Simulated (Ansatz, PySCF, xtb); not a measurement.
Stretching the Be1–H2 bond in BeH2O (SMILES [BeH][OH]) (multiplicity 1 held, fragments rigid). Energies count from the point at 1.328 Å.
Geometry at that point (charge 0, multiplicity 1):
```xyz
4

Be    -0.784    -0.353     0.030
H     -1.995    -0.895     0.080
O      0.511     0.185    -0.074
H      1.042     0.825     0.390
```

U- levels take the lowest unrestricted solution at each point, which mixes spins at long bonds. Active spaces are followed from a long bond inwards. Left out are points that failed, MP2 points in a non-variational dive below the minimum, coupled-cluster points behind a sign of a changed root (a jump of the amplitudes, or a one-step jump against full CI or MRCI), small-basis points behind a change of solution, and semi-empirical points at long bonds. Curves can end on different states.

Cores are frozen in the correlated methods. Rows in 6-31G* carry no dispersion term and start afresh at each structure (6-31G* with six Cartesian d functions).

The values were computed with Ansatz (Gaussian orbitals); PySCF for 6-31G* rows; xtb for the GFN methods. Values without a source in brackets are computed. The GFN methods have no spin term and hold the electronic entropy of 300 K.

Energies in kJ/mol.

```csv
R (Å),GFN2-xTB,R-BP86/6-31G*,U-CCSD(T)/aug-cc-pVTZ,"FIC-MRCISD+Q on CASSCF(2,2)/aug-cc-pVTZ"
1.062,43,86,81,81
1.195,2,19,17,17
1.328,0,0,0,0
1.461,17,8,10,10
1.593,43,32,35,35
1.793,87,81,86,86
1.992,134,136,142,142
2.324,210,225,228,227
2.656,281,301,294,294
3.054,353,372,347,345
3.585,424,437,381,377
4.249,475,left out,390,388
```

Doubts at one or more of the structures used: a restricted determinant that unrestricted orbitals would lower (R-BP86/6-31G*); a spin-contaminated determinant (U-CCSD(T)/aug-cc-pVTZ); T1 above 0.05 (U-CCSD(T)/aug-cc-pVTZ); the program's own flag: other amplitudes (U-CCSD(T)/aug-cc-pVTZ).

Ansatz is an electronic-structure program.
